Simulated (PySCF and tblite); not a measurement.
The numbers below are computed, except where a source is named.
System: C3H4O2Si, numbered as in [CH:1]#[C:2][C:3](=[O:4])[O:5][SiH3:6].

Two runs for the shift of Si6 from O5 to O4 on the same B3LYP-D3(BJ)/def2-SVP geometries. The first, PBE/pcSseg-1 + D3(BJ), gave a barrier of 12.0 kcal/mol. The second was started with:

```json
{"job": {"kind": "nmr", "xc": "PBE", "basis": "pcSseg-1", "scf": {"conv": 0.01, "max_cycle": 60}, "pop": false}, "charge": 0, "multiplicity": 1}
```

```
final grid: 89456 points
cycle   1  E = -555.9393732313  dE =  8.478e-01  |g| = 1.061e+00  |ddm| = 3.186e+00
cycle   2  E = -554.8781342971  dE =  1.061e+00  |g| = 2.450e+00  |ddm| = 2.891e+00
cycle   3  E = -556.0391278238  dE = -1.161e+00  |g| = 7.023e-01  |ddm| = 2.487e+00
cycle   4  E = -556.1385542737  dE = -9.943e-02  |g| = 1.864e-01  |ddm| = 6.065e-01
cycle   5  E = -556.1417827409  dE = -3.228e-03  |g| = 1.182e-01  |ddm| = 2.013e-01
cycle   6  E = -556.1443159283  dE = -2.533e-03  |g| = 5.686e-02  |ddm| = 1.148e-01
converged SCF energy = -556.1443159283

GIAO shielding tensors (ppm)
atom      isotropic    diamagn.    paramagn.     s11        s22        s33       span
  0 C      104.555     257.324    -152.769     31.573     49.460    232.633    201.060
  1 C      102.144     246.297    -144.153      3.079     16.563    286.789    283.711
  2 C       25.869     253.885    -228.016    -67.836     70.054     75.389    143.225
```

(1) What is wrong with the second run, and what did it give?

Answers

(1) Its fault: SCF threshold far too loose. It ran through; the barrier from its energies is 12.6 kcal/mol, off by 0.7.
